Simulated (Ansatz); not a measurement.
Reaction (ligand exchange at the Si–O bond): `[SiH3]O[SiH](Br)O[SiH3]` + `N[AsH2]` → `N[AsH][SiH3]` + `O[SiH](Br)O[SiH3]`

Calculated with Ansatz (gas phase, PBE0-D4/def2-TZVP geometries, no zero-point term in ΔE). CBS: MP2 limit from def2 TZ/QZ plus the TZ coupled-cluster correction, frozen cores. Functionals use def2-TZVPP. For As, Br outer-core shells are correlated without core-valence functions, which leaves a few kJ/mol of doubt a bond. Scalar relativity is left out up to krypton. One conformer a species, not always the lowest.

CCSD(T)/CBS gives +0.83 eV.

Problem. Another level gave +0.83 eV. Which?
A. PBE/def2-TZVPP
B. CCSD/def2-TZVPP
C. ωB97X-V/def2-TZVPP
D. PBE0-D4/def2-TZVPP

Solution. C. ωB97X-V 0.83, CCSD/def2-TZVPP 0.88, PBE 0.58, PBE0-D4 0.69 eV.

Largest T1 diagnostic among the species: 0.011.

In def2-TZVPP, CCSD(T) changes the Hartree–Fock value by −0.23 eV (the triples alone add −0.04 eV) and MP2 by −0.23 eV. From PBE to PBE0 (25 % exact exchange), in def2-TZVPP and without D4, ΔE moves by +0.08 eV.
